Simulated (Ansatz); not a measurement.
Frontier orbitals of C₂H₆AlFO.

```xyz
11

C    -1.255    0.244    0.617
C    -0.182    0.387   -0.415
O     1.138    0.592    0.241
F    -0.421    1.515   -1.150
Al    1.117   -1.010   -0.913
H    -2.218    0.115    0.120
H    -1.079   -0.633    1.243
H    -1.317    1.141    1.247
H     1.080    0.799    1.182
H     2.096   -0.821   -2.139
H     1.040   -2.329   -0.033
```

Total charge 0; spin multiplicity 1. The bonds changed during the relaxation, so this is another structure than the one it started from. All single points use the PBE0-D4/def2-TZVP geometry. It is one conformer, not always the lowest. Basis def2-TZVPP, Ansatz.

Orbital energies of one run (eV). Highest occupied ones, from the top: -5.99, -6.88, -8.41, -8.76, -9.16, -9.70, -10.09, -10.97, -11.99, -12.24, -13.83, -16.34, -18.93, -26.82. Empty: -1.26, -0.21, 0.64, 0.86, 1.26, 1.39.

Problem. Which functional gave them?
A. PBE
B. r2SCANh
C. ωB97X-V
D. r2SCAN0

Solution. A. HOMO energies: PBE -5.99, r2SCAN0 -7.52, r2SCANh -6.75, ωB97X-V -9.74 eV.
